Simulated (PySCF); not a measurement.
SeI2, SMILES I[Se]I. Geometry optimised at B3LYP-D3(BJ)/def2-SVP. The def2 effective core potentials stand for the cores of I; spin–orbit coupling is left out.

Task: Give the equilibrium geometry at B3LYP-D3(BJ)/def2-SVP (PySCF confirms it by a frequency run) as Cartesian coordinates in Å, and its point group. (The exact figures need the calculation; the answer reports its results.)

Result: point group C2v.
```xyz
3

Se     0.0000     0.0000     1.1865
I      0.0000     2.0209    -0.3806
I      0.0000    -2.0209    -0.3806
```
Charge 0, spin multiplicity 1.
